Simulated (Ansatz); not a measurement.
Reaction (hydrogenolysis of a Ge–N bond): `C[N](C)[Ge]([OH])([N](C)C)[N](C)C` + H₂ → `C[N](C)[GeH]([OH])[N](C)C` + `CNC`

Gas-phase electronic energies from Ansatz, PBE0-D4/def2-TZVP geometries. CCSD(T)/CBS adds triple-zeta CCSD(T) − MP2 to the extrapolated MP2 energy (def2 sets, frozen cores). This one scheme is used for every species. DFT in def2-TZVPP. HSE06 is defined as in plane-wave codes. For Ge outer-core shells are correlated without core-valence functions, which leaves a few kJ/mol of doubt a bond. Scalar relativity is left out up to krypton. Each species was taken in one conformer, which may not be the lowest.

```tsv
level	ΔE (kJ/mol)	difference from CCSD(T)/CBS
PBE-D4	0.5	-7.4
HSE06-D4	-0.9	-8.8
BHLYP-D4	2.5	-5.4
ωB97X-V	3.0	-4.9
BLYP	-29.0	-36.9
HSE06	-18.0	-25.9
CCSD/def2-SVP	2.0	-5.9
CCSD(T)/def2-TZVPP	11.5	3.6
SCS-MP2/def2-QZVPP	7.5	-0.4
HF/CBS(def2)	-32.5	-40.4
CCSD(T)/CBS	7.9	0
```

Largest T1 diagnostic among the species: 0.011.

From BLYP to BHLYP (50 % exact exchange), in def2-TZVPP and without D4, ΔE moves by +7.2 kJ/mol. Leaving LDA and LC-ωPBE aside and taking each functional with its dispersion term where it has one, the values, not all of them listed here, spread over 17.2 kJ/mol, from B2PLYP to revPBE-D4. LDA lies +20.0 kJ/mol from PBE without D4.
